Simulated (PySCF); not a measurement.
**Question.** Write Cartesian coordinates for `FBC1=CC=CO1` as optimised with PBE0-D3(BJ)/def2-SVP.

**Answer.** 
```
atom  x, y, z in Å
F1     2.9370    1.3948   -0.4098
B2     2.2000    0.3126   -0.2127
C3     0.6887    0.4294   -0.0147
C4    -0.2722   -0.5341    0.2143
C5    -1.5163    0.1347    0.3356
C6    -1.2275    1.4645    0.1710
O7     0.0740    1.6510   -0.0360
H8     2.7503   -0.7644   -0.1924
H9    -0.0853   -1.6043    0.2846
H10   -2.4965   -0.2990    0.5186
H11   -1.8490    2.3577    0.1786
```

Orientation and origin are arbitrary. Atoms count from 1 in this order. The 5-membered ring C3–C4–C5–C6–O7 has internal angles of 105.2° to 111.1°; it is planar, 0.00 Å rms from its mean plane, widest ring torsion 0°. The 3 C–C bonds span 1.371 Å (C5–C6, aromatic) to 1.418 Å (C4–C5, aromatic), a spread of 0.047 Å. B2 (three-coordinate boron) is planar (angles 121.0°, 120.5° and 118.5°, sum 360.0°, 0.00 Å off the plane of its three neighbours). The 7 heavy atoms lie in one plane (0.004 Å rms).

Bonds between heavy atoms (Å): F1–B2 1.324, B2–C3 1.529, C3–C4 1.380, C4–C5 1.418, C5–C6 1.371, C6–O7 1.331, C3–O7 1.368.

The calculation used PBE0-D3(BJ)/def2-SVP geometry optimisation, gas phase (PySCF).

Point group: Cs (every atom within 0.08 Å of its image). Whether it is a minimum is left open (no frequencies). One conformer, not necessarily the lowest (F1–B2–C3–C4 -179°).
